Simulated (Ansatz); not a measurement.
Total energies of B₇P₇ from Ansatz at PBE-D4/def2-TZVP, gas phase (1 Eh = 27.2114 eV = 2625.5 kJ/mol). The reference geometry is relaxed at PBE-D4/def2-SVP.

Cartesian coordinates in Å:
```
B -0.2692 -0.4918 2.0680
P -0.3071 0.9326 3.1565
B -0.2053 -1.7439 -0.6701
P 0.0970 -2.1969 1.2416
B -0.8441 -0.5266 0.3701
B -0.7083 0.9724 1.3209
P -1.9227 -2.1694 0.1574
B 1.6598 -0.0700 -1.2856
P 0.7912 -1.4212 -2.3090
P 2.5691 1.1407 -0.3029
B 0.8045 1.4929 -0.7861
P -0.6209 2.5441 0.1729
B -0.2140 -0.0816 -1.2810
P -0.8301 1.6187 -1.8526
```

```tsv
state	geometry	energy (Eh)
charge 0 singlet	reference	-2562.32963
charge 1 doublet	reference	-2562.03648
charge -1 doublet	reference	-2562.43112
charge -1 doublet	relaxed at PBE-D4/def2-SVP	-2562.44283
free B atom (doublet)	–	-24.61008
free P atom (quartet)	–	-341.10299
```

Single mean-field runs in def2-TZVP are fitted with def2-universal-jkfit.

Work out the vertical ionisation energy to the doublet.

E(charge 1 doublet) − E(charge 0 singlet) = -2562.03648 − (-2562.32963) = 0.29315 Eh = 7.98 eV. For comparison, −ε of the highest occupied level is 5.96 eV at this level, 2.02 eV less.

Work out the vertical electron affinity, to the doublet.

E(charge 0 singlet) − E(charge -1 doublet) = -2562.32963 − (-2562.43112) = 0.10149 Eh = 2.76 eV. The basis lacks diffuse functions, which makes affinities too small.

Give the fundamental gap IE − EA, the Mulliken electronegativity (IE + EA)/2 and the hardness (IE − EA)/2.

From the values in Eh: IE − EA = 0.29315 − 0.10149 = 0.19166 Eh = 5.22 eV; (IE + EA)/2 = 5.37 eV; (IE − EA)/2 = 2.61 eV. The HOMO–LUMO gap of the same run is 1.27 eV, 3.95 eV smaller than the fundamental gap.

How much does the charge -1 doublet relax, and what is the adiabatic electron affinity?

Relaxation: -2562.43112 − (-2562.44283) = 0.01171 Eh = 0.32 eV. Adiabatic electron affinity: 0.11320 Eh = 3.08 eV, without zero-point energy. 

What is the binding energy per atom against free atoms?

Atoms: 7 × (-24.61008) + 7 × (-341.10299) = -2559.99149 Eh. Binding: -2559.99149 − (-2562.32963) = 2.33814 Eh = 63.62 eV, or 4.54 eV for each of 14 atoms (no zero-point energy, no counterpoise term).
